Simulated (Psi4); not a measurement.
A run for Psi4: SAPT0/jun-cc-pV(D+d)Z on H6OSi (a complex).

```
memory 1800 MB

molecule dimer {
0 1
O     0.46462237    0.31230193    0.34750096
H     0.07303512   -0.46952391   -0.05624283
H    -0.11752488    1.04178970    0.10951450
--
0 1
Si   -0.20126420   -0.10656724    3.37989155
H    -0.58975504   -1.32142809    2.62934184
H    -0.56353061   -0.31140568    4.80520690
H    -0.95630696    1.06377846    2.87929855
H     1.25319011    0.12701262    3.28602047
units angstrom
symmetry c1
no_reorient
no_com
}

set {
  basis jun-cc-pV(D+d)Z
  scf_type df
  freeze_core true
}

energy('sapt0')
```

Output:

```
[...]
==> Input File <==

--------------------------------------------------------------------------
memory 1800 MB

molecule dimer {
0 1
O     0.46462237    0.31230193    0.34750096
H     0.07303512   -0.46952391   -0.05624283
H    -0.11752488    1.04178970    0.10951450
--
0 1
Si   -0.20126420   -0.10656724    3.37989155
H    -0.58975504   -1.32142809    2.62934184
H    -0.56353061   -0.31140568    4.80520690
H    -0.95630696    1.06377846    2.87929855
H     1.25319011    0.12701262    3.28602047
units angstrom
symmetry c1
no_reorient
no_com
}

set {
  basis jun-cc-pV(D+d)Z
  scf_type df
  freeze_core true
}

energy('sapt0')
--------------------------------------------------------------------------


   => Loading Basis Set <=

    Name: JUN-CC-PV(D+D)Z
    Role: ORBITAL
    Keyword: BASIS
    atoms 1        entry O          line   256 file jun-cc-pv_dpd_z.gbs
    atoms 2-3, 5-8 entry H          line    60 file jun-cc-pv_dpd_z.gbs
    atoms 4        entry SI         line   566 file jun-cc-pv_dpd_z.gbs

   => Loading Basis Set <=

    Name: JUN-CC-PV(D+D)Z
    Role: ORBITAL
    Keyword: BASIS
    atoms 1        entry O          line   256 file jun-cc-pv_dpd_z.gbs
    atoms 2-3, 5-8 entry H          line    60 file jun-cc-pv_dpd_z.gbs
    atoms 4        entry SI         line   566 file jun-cc-pv_dpd_z.gbs


  //>>>>>>>>>>>>>>>>>>>>>>>>>>>>>>>>>>>//
  //              Dimer HF             //
  //<<<<<<<<<<<<<<<<<<<<<<<<<<<<<<<<<<<//

   => Libint2 <=

    Primary   basis highest AM E, G, H:  7, 6, 3
    Auxiliary basis highest AM E, G, H:  7, 7, 4
    Onebody   basis highest AM E, G, H:  -, -, -
    Solid Harmonics ordering:            Gaussian


   => Loading Basis Set <=

    Name: JUN-CC-PV(D+D)Z
    Role: ORBITAL
    Keyword: BASIS
    atoms 1        entry O          line   256 file jun-cc-pv_dpd_z.gbs
    atoms 2-3, 5-8 entry H          line    60 file jun-cc-pv_dpd_z.gbs
    atoms 4        entry SI         line   566 file jun-cc-pv_dpd_z.gbs


         ---------------------------------------------------------
                                   SCF
               by Justin Turney, Rob Parrish, Andy Simmonett
                          and Daniel G. A. Smith
                              RHF Reference
                        1 Threads,   1716 MiB Core
         ---------------------------------------------------------

  ==> Geometry <==

    Molecular point group: c1
    Full point group: C1

    Geometry (in Angstrom), charge = 0, multiplicity = 1:

       Center              X                  Y                   Z               Mass
    ------------   -----------------  -----------------  -----------------  -----------------
         O            0.464622370000     0.312301930000     0.347500960000    15.994914619570
         H            0.073035120000    -0.469523910000    -0.056242830000     1.007825032230
         H           -0.117524880000     1.041789700000     0.109514500000     1.007825032230
         SI          -0.201264200000    -0.106567240000     3.379891550000    27.976926534650
         H           -0.589755040000    -1.321428090000     2.629341840000     1.007825032230
         H           -0.563530610000    -0.311405680000     4.805206900000     1.007825032230
         H           -0.956306960000     1.063778460000     2.879298550000     1.007825032230
         H            1.253190110000     0.127012620000     3.286020470000     1.007825032230

  Running in c1 symmetry.

  Rotational constants: A =      1.32813  B =      0.04480  C =      0.04424 [cm^-1]
  Rotational constants: A =  39816.43432  B =   1343.05920  C =   1326.32043 [MHz]
  Nuclear repulsion =   59.973432858758478

  Charge       = 0
  Multiplicity = 1
  Electrons    = 28
  Nalpha       = 14
  Nbeta        = 14

  ==> Algorithm <==

  SCF Algorithm Type is DF.
  DIIS enabled.
  MOM disabled.
  Fractional occupation disabled.
  Guess Type is SAD.
  Energy threshold   = 1.00e-08
  Density threshold  = 1.00e-08
  Integral threshold = 1.00e-12

  ==> Primary Basis <==

  Basis Set: JUN-CC-PV(D+D)Z
    Blend: JUN-CC-PV(D+D)Z
    Number of shells: 37
    Number of basis functions: 75
    Number of Cartesian functions: 78
    Spherical Harmonics?: true
    Max angular momentum: 2

   => Loading Basis Set <=

    Name: (JUN-CC-PV(D+D)Z AUX)
    Role: JKFIT
    Keyword: DF_BASIS_SCF
    atoms 1        entry O          line   258 file jun-cc-pvdz-jkfit.gbs
    atoms 2-3, 5-8 entry H          line    70 file jun-cc-pvdz-jkfit.gbs
    atoms 4        entry SI         line   506 file jun-cc-pvdz-jkfit.gbs

  ==> Integral Setup <==

  DFHelper Memory: AOs need 0.016 GiB; user supplied 1.257 GiB.
  SCF_SUBTYPE=INCORE selected. In-core MEM_DF algorithm will be used.
  Using in-core AOs.

  ==> MemDFJK: Density-Fitted J/K Matrices <==

    J tasked:                   Yes
    K tasked:                   Yes
    wK tasked:                   No
    OpenMP threads:               1
    Algorithm:                 Core
    Schwarz Cutoff:      
[...]
    68A      4.513916    69A      4.695311
      70A      4.831754    71A      4.995806    72A      5.510885
      73A      6.521339    74A      6.980707    75A     33.516137

    Final Occupation by Irrep:
              A
    DOCC [     9 ]
    NA   [     9 ]
    NB   [     9 ]

  @DF-RHF Final Energy:  -291.24995100624852

   => Energetics <=

    Nuclear Repulsion Energy =             21.3340464549678259
    One-Electron Energy =                -445.5789813797977104
    Two-Electron Energy =                 132.9949839185813119
    Total Energy =                       -291.2499510062485797

Computation Completed


Properties will be evaluated at   0.000000,   0.000000,   0.000000 [a0]

Properties computed using the SCF density matrix


 Multipole Moments:

 ------------------------------------------------------------------------------------
     Multipole            Electronic (a.u.)      Nuclear  (a.u.)        Total (a.u.)
 ------------------------------------------------------------------------------------

 L = 1.  Multiply by 2.5417464519 to convert [e a0] to [Debye]
 Dipole X            :          6.9675297           -6.9430452            0.0244845
 Dipole Y            :          3.6620202           -3.6547002            0.0073200
 Dipole Z            :       -115.1555338          115.1189965           -0.0365373
 Magnitude           :                                                    0.0445875

 ------------------------------------------------------------------------------------

  Constructing Basis Sets for SAPT...

   => Loading Basis Set <=

    Name: (JUN-CC-PV(D+D)Z AUX)
    Role: RIFIT
    Keyword: DF_BASIS_SAPT
    atoms 1        entry O          line   188 file jun-cc-pvdz-ri.gbs
    atoms 2-3, 5-8 entry H          line    30 file jun-cc-pvdz-ri.gbs
    atoms 4        entry SI         line   376 file jun-cc-pvdz-ri.gbs

   => Loading Basis Set <=

    Name: (JUN-CC-PV(D+D)Z AUX)
    Role: JKFIT
    Keyword: DF_BASIS_ELST
    atoms 1        entry O          line   258 file jun-cc-pvdz-jkfit.gbs
    atoms 2-3, 5-8 entry H          line    70 file jun-cc-pvdz-jkfit.gbs
    atoms 4        entry SI         line   506 file jun-cc-pvdz-jkfit.gbs


  //>>>>>>>>>>>>>>>>>>>>>>>>>>>>>>>>>>>//
  //               SAPT0               //
  //<<<<<<<<<<<<<<<<<<<<<<<<<<<<<<<<<<<//



        SAPT0
    Ed Hohenstein
     6 June 2009

      Orbital Information
  --------------------------
    NSO        =        75
    NMO        =        75
    NRI        =       234
    NRI (Elst) =       338
    NOCC A     =         5
    NOCC B     =         9
    FOCC A     =         1
    FOCC B     =         5
    NVIR A     =        70
    NVIR B     =        66

    Elst10,r            =    -0.005407593653 [Eh]
    Exch10              =     0.006462621178 [Eh]
    Exch10 (S^2)        =     0.006439198184 [Eh]

    Maxiter = 50
    CPHF R converge = 1.000000E-08

    Iter     Energy [mEh]          dE [mEh]         Residual      Time [s]
       1      -1.23072007       1.230720069     5.444983e-03             0
       2      -1.57643827       0.345718202     1.104689e-03             0
       3      -1.57269708      -0.003741190     5.151932e-04             0
       4      -1.56809963      -0.004597455     1.005940e-04             0
       5      -1.56870858       0.000608949     2.188861e-05             0
       6      -1.56877844       0.000069863     4.692165e-06             0
       7      -1.56874302      -0.000035422     8.421759e-07             0
       8      -1.56874941       0.000006390     1.367741e-07             0
       9      -1.56874867      -0.000000742     1.985672e-08             0
      10      -1.56874873       0.000000061     5.141543e-09             0

    CHF Iterations converged

    Maxiter = 50
    CPHF R converge = 1.000000E-08

    Iter     Energy [mEh]          dE [mEh]         Residual      Time [s]
       1      -1.01607609       1.016076091     4.168831e-03             0
       2      -1.16115330       0.145077211     8.531978e-04             0
       3      -1.16506449       0.003911186     1.616090e-04             0
       4      -1.16216848      -0.002896003     2.135308e-05             0
       5      -1.16251438       0.000345897     4.574498e-06             0
       6      -1.16248207      -0.000032310     9.194720e-07             0
       7      -1.16248039      -0.000001686     1.413746e-07             0
       8      -1.16248154       0.000001153     1.929703e-08             0
       9      -1.16248142      -0.000000122     1.595655e-09             0

    CHF Iterations converged

    Ind20,r (A<-B)      =    -0.001568748728 [Eh]
    Ind20,r (B<-A)      =    -0.001162481417 [Eh]
    Ind20,r             =    -0.002731230145 [Eh]
    Exch-Ind20,r (A<-B) =     0.001252637246 [Eh]
    Exch-Ind20,r (B<-A) =     0.000718724169 [Eh]
    Exch-Ind20,r        =     0.001971361415 [Eh]
    Disp20              =    -0.002120474761 [Eh]
    Disp20 (SS)         =    -0.001060237381 [Eh]
    Disp20 (OS)         =    -0.001060237381 [Eh]
    Exch-Disp20         =     0.000363983772 [Eh]
    Exch-Disp20 (SS)    =     0.000200331341 [Eh]
    Exch-Disp20 (OS)    =     0.000163652431 [Eh]

    SAPT Results
  --------------------------------------------------------------------------------------------------------
    Electrostatics                 -5.40759365 [mEh]      -3.39331625 [kcal/mol]     -14.19763518 [kJ/mol]
      Elst10,r                     -5.40759365 [mEh]      -3.39331625 [kcal/mol]     -14.19763518 [kJ/mol]

    Exchange                        6.46262118 [mEh]       4.05535601 [kcal/mol]      16.96760957 [kJ/mol]
      Exch10                        6.46262118 [mEh]       4.05535601 [kcal/mol]      16.96760957 [kJ/mol]
      Exch10(S^2)                   6.43919818 [mEh]       4.04065786 [kcal/mol]      16.90611250 [kJ/mol]

    Induction                      -1.17777104 [mEh]      -0.73906248 [kcal/mol]      -3.09223743 [kJ/mol]
      Ind20,r                      -2.73123014 [mEh]      -1.71387279 [kcal/mol]      -7.17084376 [kJ/mol]
      Exch-Ind20,r                  1.97136142 [mEh]       1.23704796 [kcal/mol]       5.17580868 [kJ/mol]
      delta HF,r (2)               -0.41790231 [mEh]      -0.26223766 [kcal/mol]      -1.09720236 [kJ/mol]

    Dispersion                     -1.75649099 [mEh]      -1.10221474 [kcal/mol]      -4.61166646 [kJ/mol]
      Disp20                       -2.12047476 [mEh]      -1.33061800 [kcal/mol]      -5.56730572 [kJ/mol]
      Exch-Disp20                   0.36398377 [mEh]       0.22840326 [kcal/mol]       0.95563926 [kJ/mol]
      Disp20 (SS)                  -1.06023738 [mEh]      -0.66530900 [kcal/mol]      -2.78365286 [kJ/mol]
      Disp20 (OS)                  -1.06023738 [mEh]      -0.66530900 [kcal/mol]      -2.78365286 [kJ/mol]
      Exch-Disp20 (SS)              0.20033134 [mEh]       0.12570981 [kcal/mol]       0.52596986 [kJ/mol]
      Exch-Disp20 (OS)              0.16365243 [mEh]       0.10269345 [kcal/mol]       0.42966940 [kJ/mol]

  Total HF                         -0.12274351 [mEh]      -0.07702272 [kcal/mol]      -0.32226305 [kJ/mol]
  Total SAPT0                      -1.87923450 [mEh]      -1.17923745 [kcal/mol]      -4.93392950 [kJ/mol]

  Special recipe for scaled SAPT0 (see Manual):
    Electrostatics sSAPT0          -5.40759365 [mEh]      -3.39331625 [kcal/mol]     -14.19763518 [kJ/mol]
    Exchange sSAPT0                 6.46262118 [mEh]       4.05535601 [kcal/mol]      16.96760957 [kJ/mol]
    Induction sSAPT0               -1.15617983 [mEh]      -0.72551380 [kcal/mol]      -3.03554972 [kJ/mol]
    Dispersion sSAPT0              -1.75250448 [mEh]      -1.09971316 [kcal/mol]      -4.60119988 [kJ/mol]
  Total sSAPT0                     -1.85365679 [mEh]      -1.16318719 [kcal/mol]      -4.86677522 [kJ/mol]
  --------------------------------------------------------------------------------------------------------



*** Psi4 exiting successfully. Buy a developer a beer!
```

The run finished.

Cost: about 4 core-seconds (a rough figure).
